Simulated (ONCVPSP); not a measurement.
u(r) = r·R(r): atom against pseudo-atom (Al (Z = 13))

Columns: radius, all-electron u(r) and pseudo u(r) of the 3s shell (level -7.72 eV) of aluminium in the configuration [Ne] 3s2 3p1; PBEsol, scalar-relativistic, ONCV scheme, ONCVPSP 4.0.1.

```
r (bohr)  all-electron  pseudo
   0.105        0.1111  0.0182
   0.210       -0.0991  0.0370
   0.315       -0.2501  0.0579
   0.420       -0.2955  0.0826
   0.525       -0.2606  0.1125
   0.630       -0.1777  0.1480
   0.735       -0.0712  0.1884
   0.840        0.0427  0.2326
   0.945        0.1537  0.2802
   1.050        0.2563  0.3314
   1.155        0.3474  0.3861
   1.260        0.4260  0.4425
   1.365        0.4922  0.4977
   1.470        0.5465  0.5478
   1.575        0.5900  0.5901
   1.680        0.6233  0.6233
   1.785        0.6474  0.6474
   1.890        0.6632  0.6632
   1.995        0.6716  0.6716
   2.100        0.6737  0.6737
   2.205        0.6704  0.6704
   2.310        0.6625  0.6625
   2.415        0.6507  0.6507
   2.520        0.6358  0.6358
   2.625        0.6185  0.6185
   2.730        0.5991  0.5991
```

**Question.** How many radial nodes do the two functions have?

**Answer.** The all-electron 3s function has n − l − 1 = 2; the pseudo-wave has 0, since the states of the same l below it are removed with the core.

**Question.** At about which radius was the pseudo-wave matched?

**Answer.** 1.75 bohr. The columns agree to 0.0005 from 1.57 bohr on; several derivatives are matched, so the curves merge somewhat inside the radius.

**Question.** Where does each function peak?

**Answer.** Outermost all-electron maximum near 2.10 bohr, pseudo maximum near 2.10 bohr (to the table’s step).

**Question.** Is the pseudo-wave norm-conserving?

**Answer.** Yes: the ONCV scheme keeps the norm inside the radius equal to the all-electron one, which fixes the energy derivative of the logarithmic derivative at the level.
